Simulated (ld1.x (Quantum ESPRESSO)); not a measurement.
# lead, RRKJ: configuration errors across variants

ld1.x (Quantum ESPRESSO) 7.5 input, shortened:

```
&input
   title='Pb', zed=82., rel=1, dft='PBE', iswitch=3,
   config='[Xe] 4f14 5d10 6s1.75 6p2.25'
 /
 &inputp
   pseudotype=2, tm=.false., lloc=0,
   nlcc=.true., new_core_ps=.true., rcore=1.25
 /
3
6P  2  1   2.25   0.00  2.20  2.20  0.0
5D  3  2  10.00   0.00  1.60  1.60  0.0
6S  1  0   1.75   0.00  1.90  1.90  0.0
 &test
   configts(1)='5d10 6s1.75 6p2.25'
 /
```

All-electron excitation energies from the reference (eV): (1) 5d10 6s2 6p2 -2.148; (2) 5d10 6s2 6p1 4.428; (3) 5d10 6s2 6p0 17.872; (4) 5d9 6s2 6p2 25.015; (5) 5d10 6s0 6p4 15.687; (6) 5d10 6s1 6p3 6.589; (7) 5d10 6s0 6p0 92.985.

Errors AE − PS in meV (a dash: test not solved or not reliable):

| change | (1) | (2) | (3) | (4) | (5) | (6) | (7) | bound ghosts |
| --- | --- | --- | --- | --- | --- | --- | --- | --- |
| base | +0.2 | -4.5 | -20 | -157 | -21 | -4.5 | -111 | none |
| wave 5d (bound): rc 1.60 bohr becomes 5d (bound): rc 1.10 bohr | +0.2 | -4.5 | -20 | -159 | -21 | -4.6 | -111 | none |
| wave 5d (bound): rc 1.60 bohr becomes 5d (bound): rc 1.20 bohr | +0.2 | -4.6 | -20 | -158 | -21 | -4.6 | -110 | none |
| wave 5d (bound): rc 1.60 bohr becomes 5d (bound): rc 1.44 bohr | +0.2 | -4.5 | -20 | -158 | -21 | -4.5 | -111 | none |
| wave 5d (bound): rc 1.60 bohr becomes 5d (bound): rc 1.64 bohr | +0.2 | -4.5 | -20 | -156 | -21 | -4.6 | -111 | none |
| wave 5d (bound): rc 1.60 bohr becomes 5d (bound): rc 1.86 bohr | +0.2 | -4.5 | -20 | -141 | -22 | -4.6 | -112 | none |
| wave 5d (bound): rc 1.60 bohr becomes 5d (bound): rc 2.02 bohr | +0.2 | -4.5 | -20 | -117 | -23 | -4.7 | -117 | none |
| wave 5d (bound): rc 1.60 bohr becomes 5d (bound): rc 2.38 bohr | +0.1 | -4.8 | -23 | +20 | -30 | -6.0 | -213 | none |

Q: Give the same row for: wave 5d (bound): rc 1.60 bohr becomes 5d (bound): rc 2.18 bohr.

A: +0.2, -4.5, -20, -75, -24, -5.0, -136; bound ghosts: none.
